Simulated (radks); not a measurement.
Results of a calculation; reference values are marked as such.
Initial-state core-level shifts of the selenium ion Se3+ when its valence configuration changes from [Ar] 3d10 4s2 4p1. Code: a radial shooting solver on a logarithmic mesh with Libxc functionals. Model: scalar-relativistic Kohn-Sham, PBE, spin-polarised, spherical densities, point nucleus; open shells are filled with parallel spins first. Shifts are changes of the shell-averaged eigenvalues in eV (positive: less bound).

| valence | 1s | 2s | 2p | 3s |
|---|---|---|---|---|
| 3d10 4s1 4p2 | -1.267 | -1.249 | -1.238 | -1.309 |
| 3d10 4p3 | -2.798 | -2.747 | -2.725 | -2.838 |
| 3d9.5 4s2 4p1.5 | -7.587 | -8.331 | -8.275 | -6.628 |
| 3d9 4p4 | -18.242 | -19.737 | -19.599 | -16.197 |
| 3d9 4s2 4p2 | -15.350 | -16.878 | -16.765 | -13.298 |
| 3d8.5 4s0.5 4p4 | -25.397 | -27.736 | -27.547 | -22.124 |
| 3d8.5 4s2 4p2.5 | -23.287 | -25.637 | -25.468 | -20.005 |
| 3d10 4s1.5 4p1.5 | -0.672 | -0.659 | -0.654 | -0.687 |
